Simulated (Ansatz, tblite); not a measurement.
Isomers of TiO$_{3}$H$_{2}$ (singlet), found by a short tight-binding search and relaxed with PBE0-D4/def2-SVP in Ansatz.

The xTB rows come from tblite. Correlated methods freeze 8 core orbitals; core or outer-core shells of Ti are correlated, in sets that lack core-valence functions.

A: At CCSD(T)/def2-TZVPP the test of the restricted singlet for broken spin symmetry was undecided. It holds 1 O–O bond. B: At CCSD(T)/def2-TZVPP the test of the restricted singlet for broken spin symmetry was undecided. It holds 2 O–O bonds. C: At CCSD(T)/def2-TZVPP the test of the restricted singlet for broken spin symmetry was undecided. It holds 1 O–O bond.

Other spin states weren't relaxed.

A:

```csv
atom,x (Å),y (Å),z (Å)
Ti1,-0.0125,0.2767,0.6676
O2,-0.5129,-1.1906,-0.4401
O3,-0.3848,-0.0577,-1.3229
O4,1.5209,0.2834,1.0518
H5,-0.9925,0.9738,1.9194
H6,0.3818,-0.2856,-1.8758
```

B:

```tsv
atom	x (Å)	y (Å)	z (Å)
Ti1	0.1496	0.2069	-0.4693
O2	0.6742	0.2081	1.2442
O3	-1.2802	-0.5753	0.2759
O4	-0.4860	-0.6383	1.4973
H5	-0.0991	1.7192	-1.1905
H6	1.0416	-0.9205	-1.3575
```

C:

```xyz
6

Ti   -0.0361    0.3914   -0.0504
O    -0.3625   -0.1039   -1.7239
O    -1.5254   -0.1067   -0.8790
O     0.8031   -0.6588    1.1038
H     0.9536   -1.5844    1.3151
H     0.1674    2.0625    0.2344
```

Question: Estimate their order by electronic energy at CCSD(T)/def2-TZVPP, counted from the lowest.

Answer: C (0.0) < A (15.5) < B (110.0), in kcal/mol.

Question: Do the other levels pick the same lowest one?

Answer: All that were run do. Energies above each level's lowest (kcal/mol):

```tsv
level	A	B	C
GFN1-xTB	23.8	64.5	0.0
GFN2-xTB	33.2	40.1	0.0
HF/def2-TZVPP	18.6	113.8	0.0
LDA (SPW92)/def2-TZVP	20.8	108.2	0.0
PBE-D4/def2-TZVP	19.5	105.1	0.0
r2SCAN-D4/def2-TZVP	19.8	107.9	0.0
PBE0-D4/def2-TZVP	18.6	108.9	0.0
ωB97M-V/def2-TZVP	17.2	108.2	0.0
MP2/def2-TZVPP	8.5	118.9	0.0
CCSD/def2-TZVPP	15.9	110.5	0.0
CCSD(T)/def2-TZVPP	15.5	110.0	0.0
```
Point groups (tolerance 0.1 Å): A not assigned, B Cs, C Cs. Lower isomers may exist.
